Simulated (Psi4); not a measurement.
Dimer: SiH4 (SMILES [SiH4]) (first 5 atoms) with C2H6 (SMILES CC); geometry from B3LYP-D3(BJ)/def2-TZVP, rigid monomers moved along the line of their centres of mass till Si1···C6 is 5.24 Å.
(charge 0, multiplicity 1):
```xyz
13

Si    -0.01942     0.30518     0.28514
H     -1.49070     0.40064     0.41076
H      0.43567    -1.01324     0.77953
H      0.61669     1.37666     1.08328
H      0.36472     0.45690    -1.13689
C     -0.71623    -0.30323     5.44747
C      0.76384    -0.46295     5.78112
H     -1.05758    -1.08683     4.76815
H     -0.91465     0.65841     4.97005
H     -1.33440    -0.35642     6.34576
H      0.96075    -1.42394     6.26031
H      1.10389     0.32085     6.46074
H      1.38160    -0.41042     4.88284
```

Calculation: SAPT0/jun-cc-pV(D+d)Z (Psi4).

**Question.** Which attractive term is largest, and how does the interaction split up?

**Answer.** electrostatics -0.6, exchange 0.5, induction 0.0, dispersion -7.4, total -7.5 meV; the largest attraction is dispersion.
